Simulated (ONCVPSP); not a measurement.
Ta (Z = 73): one change to an ONCV potential, before and after

* Element: Ta
* Generator: ONCVPSP 4.0.1
* Type: optimised norm-conserving Vanderbilt (ONCV)
* Functional: BLYP
* Relativity: scalar-relativistic
* Frozen core: [Kr] 4d10 4f14
* Valence charge: 13
* Reference configuration: 5s2 5p6 5d3 6s1.75 6p0.25
* Partial waves: 5s+6s: rc 1.95 bohr, ncon 3, nbas 8, qcut 5.8 1/bohr, 2 projectors; 5p+6p: rc 2.30 bohr, ncon 4, nbas 8, qcut 5.8 1/bohr, 2 projectors; 5d: rc 2.55 bohr, ncon 5, nbas 9, qcut 6.8 1/bohr, 2 projectors, debl 2.9 Ha; f scattering state at 0.24 Ha: rc 2.70 bohr, ncon 3, nbas 7, qcut 4.7 1/bohr, 2 projectors, debl 1.6 Ha
* Local potential: polynomial inside 1.30 bohr (lpopt 5, dvloc0 2 Ha)
* Core correction: polynomial model core, fcfact 0.65

Change: all radii but the core radius scaled by about 0.91 (s 1.78, p 2.08, d 2.32, f 2.46 bohr); local potential polynomial inside 1.18 bohr (lpopt 5, dvloc0 2 Ha).

Cutoffs: the cutoffs (Ha) at which the residual kinetic energy of the hardest occupied pseudo-wave falls to 1 and 0.1 mHa per electron; they do not see the model core or the augmentation charge, which bear on the density cutoff. Errors are all-electron minus pseudo energies relative to the spin-unpolarised reference configuration.

Problem. What does the change do?

Solution. The potential gets neither clearly harder nor softer (13 Ha and 16 Ha → 13 Ha and 16 Ha); the d channel sets the loose cutoff, while the largest relative change is in s, which becomes harder; the errors of the 4 common tests hardly move; neither file shows a bound ghost.

```tsv
quantity	base	changed
cutoff, loose	13 Ha	13 Ha
cutoff, tight	16 Ha	16 Ha
loose cutoff by channel	s 10 Ha, p 11 Ha, d 13 Ha	s 12 Ha, p 11 Ha, d 13 Ha
bound ghosts	none	none
GHOST(+) flags under 300 eV	s at 113.5 eV	s at 92.7 eV
error for 5s2 5p6 5d3 6s2 6p0, meV [ΔE -1.01 eV]	+0.2	+0.2
error for 5s2 5p6 5d3 6s1 6p0, meV [ΔE 7.38 eV]	-3.9	-3.8
error for 5s2 5p6 5d3 6s0 6p0, meV [ΔE 22.43 eV]	-18	-17
error for 5s2 5p6 5d3 6s1.5 6p0, meV [ΔE 2.40 eV]	-1.1	-1.1
rms error of d²Exc/dni dnj with the model core, mHa	1.12	1.00
```

Changed file: The cutoffs count occupied waves only; projector 2 of the f channel, the hardest unoccupied one, needs 38 Ha at the loose tolerance.
